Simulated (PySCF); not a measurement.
SMILES N[SiH2]N[SiH](F)F (H6F2N2Si2), B3LYP/def2-SVP optimised geometry.

```
12

Si    -0.46    -0.76     0.00
F     -1.01     0.76     0.00
F     -1.00    -1.36     1.40
N     -1.09    -1.63    -1.33
Si    -0.27    -2.53    -2.59
N     -0.85    -2.02    -4.14
H      1.01    -0.76     0.00
H     -2.11    -1.62    -1.42
H      1.18    -2.32    -2.30
H     -0.56    -3.99    -2.55
H     -0.94    -2.69    -4.90
H     -0.71    -1.08    -4.48
```

Density from B3LYP/def2-TZVP run with PySCF at that geometry.

Minimum of the electron density along straight lines between bonded atoms, close to the bond critical point (lines longer than 1.1 times the sum of covalent radii, or with two minima, are not listed):

| bond | length / Å | ρ at the minimum / e bohr⁻³ | ∇²ρ there / e bohr⁻⁵ | position (fraction from the first atom) |
|---|---|---|---|---|
| Si1–F2 | 1.621 | 0.133 | 0.89 | 0.42 |
| Si1–F3 | 1.620 | 0.133 | 0.89 | 0.42 |
| Si1–N4 | 1.708 | 0.139 | 0.56 | 0.40 |
| N4–Si5 | 1.755 | 0.123 | (withheld) | 0.60 |
| Si5–N6 | 1.725 | 0.132 | 0.54 | 0.40 |
| Si1–H7 | 1.471 | 0.131 | 0.12 | 0.49 |
| N4–H8 | 1.021 | 0.323 | (withheld) | 0.73 |
| Si5–H9 | 1.493 | 0.122 | 0.13 | 0.49 |
| Si5–H10 | 1.491 | 0.123 | 0.13 | 0.49 |
| N6–H11 | 1.015 | 0.331 | -1.58 | 0.73 |
| N6–H12 | 1.015 | 0.331 | -1.58 | 0.73 |

Some entries are withheld; supply them.


- N4–Si5, ∇²ρ there / e bohr⁻⁵: 0.48
- N4–H8, ∇²ρ there / e bohr⁻⁵: -1.49
